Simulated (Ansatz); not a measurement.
A run for Ansatz (a first-principles code): R-BHLYP/def2-TZVPP on C3H6 (SMILES C1CC1).

Ansatz 0.2 input:
```yaml
crystal:
  periodic: [false, false, false]
  atoms:
    - {symbol: C, position_ang: [-0.27516845, 0.82171199, -0.04962046]}
    - {symbol: C, position_ang: [-0.55933591, -0.63383837, 0.19689154]}
    - {symbol: C, position_ang: [0.83450589, -0.18786000, -0.14726740]}
    - {symbol: H, position_ang: [-0.27993260, 1.49170326, 0.79949587]}
    - {symbol: H, position_ang: [-0.64274937, 1.26356949, -0.96589002]}
    - {symbol: H, position_ang: [-1.11924664, -1.17671519, -0.55257485]}
    - {symbol: H, position_ang: [-0.75630505, -0.94864158, 1.21277257]}
    - {symbol: H, position_ang: [1.21766550, -0.42906561, -1.12957267]}
    - {symbol: H, position_ang: [1.58056664, -0.20086397, 0.63576542]}
basis:
  gaussian:
    orbitals: def2-TZVPP
hamiltonian:
  xc: {name: BHLYP}
scf: {lower_state_search: off}
```

It printed:

```
WARN ansatz: RAYON_NUM_THREADS=2 ignored (pool sized by the plan → 2); use --threads N
Functional definition: BHLYP
these checks for a lower state are left out or cut short: stability, starts, cluster_reference, orbital_swaps, neighbouring_geometries, increment
integrals: 0.06 GiB planned
1017 factors; their error is unknown
mean field: 0.73 GiB planned
mean field evaluation 1: about -3201.8991 eV, gradient 4.7e1 eV
mean field evaluation 2: about -3202.4532 eV, gradient 4.5e1 eV
mean field evaluation 4: about -3207.1546 eV, gradient 3.2e-1 eV
mean field evaluation 8: about -3207.1526 eV, gradient 4.9e-3 eV
mean field -3207.15257305 eV, -117.8606831736 hartree, gradient 5.9e-6 eV, S^2 0.000000; 0 other end points of the search recorded, 0 dependent functions left out
reference -3207.15272965 eV, -117.8606889285 hartree; 12, 12 occupied and 165, 165 virtual orbitals, 1017 factors
Total energy: -3207.15272965 eV, -117.8606889285 hartree
Checks for a lower state left out: stability, starts, cluster_reference, orbital_swaps, neighbouring_geometries, increment
```

Self-consistency was reached.

Cost: very roughly 2.4 core-seconds.
